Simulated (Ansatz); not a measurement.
Geometry optimisation, RKS PBE-D4/def2-SVP in Ansatz 0.2.0.

input.yaml

```yaml
crystal:
  periodic: [false, false, false]
  atoms:
    - { symbol: Zr, position_ang: [0.0053, -0.5104, 0.0439] }
    - { symbol: Cl, position_ang: [0.138, -1.254, -2.9167] }
    - { symbol: "N", position_ang: [0.6664, 1.0218, -1.0145] }
    - { symbol: H, position_ang: [0.4706, 0.2722, -2.1014] }
    - { symbol: "N", position_ang: [1.1049, -0.6579, 1.735] }
    - { symbol: "N", position_ang: [-1.9695, -0.0989, 0.3309] }
    - { symbol: H, position_ang: [1.6951, 1.1619, -1.0204] }
    - { symbol: H, position_ang: [1.9038, -0.0259, 1.8636] }
    - { symbol: H, position_ang: [0.6261, -0.7046, 2.6396] }
    - { symbol: H, position_ang: [-2.2188, 0.6415, 1.0] }
    - { symbol: H, position_ang: [-2.422, 0.1543, -0.56] }
basis:
  gaussian: { orbitals: def2-SVP }
hamiltonian:
  xc: pbe
  dispersion: d4
relax:
  f_tol: 0.15
  max_steps: 25
  restrain:
    - { distance: [3, 1], at: 1.33, k: 30.0 }
    - { distance: [0, 1], at: 4.07, k: 30.0 }
    - { distance: [3, 2], at: 2.32, k: 30.0 }
```

Run as:

```bash
$ ansatz run input.yaml --threads 2 --pin off --max-ram 3072MiB --backend cpu --events-out ev --progress --plain --runs-dir out
```

Problem. Where does it end, and by what steps?

Solution. The forces met the threshold. The restraints hold the end off the free minimum. After 14 steps the energy has risen by 0.471 eV (the restraints' own energy left out); H4 moved furthest, 0.93 Å. Parted: Zr1–Cl2, Zr1–H4. Joined: Cl2–H4.

```
step  energy less start (eV)  largest force component (eV/Å)  accepted
   0                  0.0000                           2.203       yes
   1                  1.2089                           5.469       yes
   2                  1.8315                           6.547       yes
   3                  1.8646                           5.198       yes
   4                  1.3676                           1.953       yes
   5                  1.0031                           1.056       yes
   6                  0.8164                           0.813       yes
   7                  0.6529                           0.645       yes
   8                  0.5283                           0.433       yes
   9                  0.4776                           0.297       yes
  10                  0.4754                           0.535       yes
  11                  0.4908                           0.656        no
  12                  0.4737                           0.394       yes
  13                  0.4746                           0.298        no
  14                  0.4712                           0.307       yes
```

```xyz
11
Properties=species:S:1:pos:R:3
Zr 0.113 -0.398 0.252
Cl 0.072 -1.226 -3.724
N 0.993 0.772 -0.875
H 0.411 -0.299 -2.838
N 1.043 -0.470 2.091
N -1.870 0.141 0.314
H 1.554 1.500 -1.330
H 1.948 -0.039 2.316
H 0.601 -0.710 2.988
H -2.539 -0.147 1.042
H -2.328 0.876 -0.236
```

Whether the end is a true minimum wasn't checked by a vibrational analysis.

Run time: 24 s on 2 threads of Intel(R) Xeon(R) 6975P-C (Granite Rapids), with other jobs on the host, peak memory 0.19 GiB.
